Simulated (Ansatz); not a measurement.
Reaction (substitution at a C–F bond): `CC(C)(C)F` + `[NH2][InH2]` → `CC(C)(C)[NH][InH2]` + H–F

Calculated with Ansatz (gas phase, PBE0-D4/def2-TZVP geometries, no zero-point term in ΔE). CCSD(T)/CBS is the MP2 limit (def2-TZVPP, def2-QZVPP) plus CCSD(T) − MP2 in def2-TZVPP, frozen cores. This one scheme is used for every species. DFT in def2-TZVPP. def2 core potentials past Kr. For In outer-core shells are correlated without core-valence functions, which leaves a few kJ/mol of doubt a bond.

(1) Is it downhill or uphill in electronic energy at CCSD(T)/CBS, and by how much? (Best estimate.)

(2) What do these levels give: r2SCANh-D4, r2SCAN0-D4, ωB97M-V, PBE, revPBE, r2SCAN, r2SCAN0, RPA@PBE/def2-TZVPP, CCSD/def2-SVP, HF/def2-TZVPP, SCS-MP2/def2-TZVPP, SCS-MP2/def2-QZVPP? (Best estimate.)

Largest T1 diagnostic among the species: 0.016.

## Answers

(1) Computed: Nearly level: ΔE = 0.0 kcal/mol.

(2) Computed: r2SCANh-D4 4.9, r2SCAN0-D4 4.5, ωB97M-V 4.5, PBE 5.9, revPBE 7.6, r2SCAN 6.0, r2SCAN0 5.5, RPA@PBE/def2-TZVPP 0.8, CCSD/def2-SVP 2.1, HF/def2-TZVPP 11.3, SCS-MP2/def2-TZVPP 0.5, SCS-MP2/def2-QZVPP 0.2 kcal/mol.

The D4 term adds −4.6 kcal/mol with B3LYP and −2.6 kcal/mol with PBE0; it sums over pairs of atoms, weighted by their polarisabilities, and B3LYP, whose exchange is more repulsive, gets the larger term. In def2-TZVPP, CCSD(T) changes the Hartree–Fock value by −10.8 kcal/mol (the triples alone add −1.5 kcal/mol) and MP2 by −13.7 kcal/mol.

B3LYP here is the variant with VWN-RPA as its local correlation; programs differ in this.
